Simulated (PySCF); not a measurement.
A calculated (LC-wPBE, PySCF 2.14, cc-pVDZ-X2C, scalar relativity by spin-free X2C-1e) atom or ion has these occupied shells.

```csv
shell,electrons,orbital energy (eV),"rms radius, mean of both spins (bohr)"
1s α,1,-38663.3,0.0286
1s β,1,-38663.3,0.0286
2s α,1,-6153.0,0.116
2s β,1,-6153.0,0.116
2p α,3,-5520.2,0.104
2p β,3,-5520.2,0.104
3s α,1,-1313.9,0.304
3s β,1,-1313.7,0.304
3p α,3,-1111.1,0.304
3p β,3,-1110.9,0.304
3d α,5,-816.91,0.282
3d β,5,-816.76,0.282
4s α,1,-263.59,0.697
4s β,1,-263.02,0.697
4p α,3,-197.66,0.741
4p β,3,-197.07,0.741
4d α,5,-101.32,0.834
4d β,5,-100.66,0.834
5s α,1,-40.141,1.71
5s β,1,-39.434,1.71
5p α,3,-23.166,2.00
5p β,3,-22.293,2.00
6s α,1,-4.759,5.20
5d α,1,-4.470,3.67
4f α,1,-2.713,1.82
```

(1) Name the element and its charge.

## Answers

(1) La (lanthanum, neutral), in [Xe] 4f1 5d1 6s1, one real determinant (an excited configuration).
